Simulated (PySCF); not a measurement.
## Structure from 2D NMR

Compound of formula C6H12Si. Correlations simulated from computed shifts and the bond graph:

HSQC (one-bond C–H):
| δH | δC |
| --- | --- |
| 5.91 | 131.5 |
| 5.64 | 131.5 |
| 2.88 | 32.0 |
| 1.27 | 12.4 |
| 0.27 | 0.5 |

COSY cross peaks (H two or three bonds apart, from the bond graph; peaks can be absent where the dihedral angle is near 90°):
| δH | δH |
| --- | --- |
| 5.91 | 5.64 |
| 2.88 | 1.27 |

HMBC (two and three bonds, from the bond graph):
| δH | δC |
| --- | --- |
| 5.91 | 169.3, 32.0 |
| 5.64 | 169.3, 32.0 |
| 2.88 | 169.3, 131.5, 12.4 |
| 1.27 | 169.3, 32.0, 0.5 |
| 0.27 | 169.3, 12.4, 0.5 |

Carbons without hydrogens: δ 169.3.

Theoretical values (PySCF 2.14.0 with density-fitted response routines): GFN2-xTB geometry, σ from GIAO-PBE0/pcSseg-1. Fast rotation and ring inversion assumed for equivalent nuclei, no solvent model, single conformer, non-relativistic.

Scale: ¹H (31.72 ppm), ¹³C (186.93 ppm) against TMS (reference shieldings calculated alike).

Exchangeable hydrogens are left out of these lists.

Problem. Assemble the structure.

Solution. SMILES C=C1CC[Si]1(C)C.

Numbering as in the mapped SMILES `[CH2:1]=[C:2]1[CH2:3][CH2:4][Si:5]1([CH3:6])[CH3:7]`. Hydrogens are named by the atom that carries them. Ha(C1) is cis to C3; Hb(C1) is trans to C3.

δC 169.3 is C2, a fully substituted alkene carbon. δC 131.5 is C1, a terminal =CH2 carbon (δH 5.91, 5.64). δC 32.0 is C3, an allylic sp3 CH2 (δH 2.88). δC 12.4 is C4, an sp3 CH2 bonded to Si (δH 1.27). δC 0.5 is C6/C7, a methyl carbon bonded to Si (δH 0.27). HMBC from δH 5.91 reaches the proton-free carbon C2. HMBC from δH 5.64 reaches the proton-free carbon C2. HMBC from δH 2.88 reaches the proton-free carbon C2. HMBC from δH 1.27 reaches the proton-free carbon C2. COSY links 5.91–5.64, 2.88–1.27.

This is the structure that produced the data.

Shifts are as computed. Against solution values, carbons near 30 ppm lie about +3 ppm off and those near 130 ppm about +5 ppm. Of 1309 compounds with measured shifts, 239 miss one by over three times the rms of a fit or turn the order of signals round; such compounds aren't used in these exercises.
